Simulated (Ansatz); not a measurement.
```xyz
10

C    -0.0015   -0.0449   -0.7394
C     0.0300   -0.0285    0.7588
C    -0.0154    1.1193   -1.4307
C     0.0322   -1.0835    1.5009
H    -0.0017   -0.9441   -1.2572
H    -0.0422    0.9861    1.1942
H    -0.0270    1.0595   -2.6108
H    -0.0049    2.1502   -0.9932
H    -0.0278   -1.1014    2.5454
H     0.0175   -2.0878    0.9793
```

Basis set: STO-3G (spherical functions). Left uncorrelated: 4 orbitals. Charge 0, multiplicity 1.

Computed with Ansatz (development build ahead of 0.2.0); each method stands on the lowest determinant of its kind that the runs found. Restricted open shells among the atoms or ions are ROHF, correlated in semicanonical orbitals with singles.

The atomization energy at this shape (free ground-state atoms in the same class of orbitals less the molecule, no zero-point energy) of singlet C4H6:

| method | atomization energy |
| --- | --- |
| RHF | 38.28 eV |

Q: What does RHF-MP2 give?

A: 43.74 eV. Caution: the shape is not the minimum.

This basis has no polarisation functions and is too small for such energies, which can lie far from measured ones in either direction.
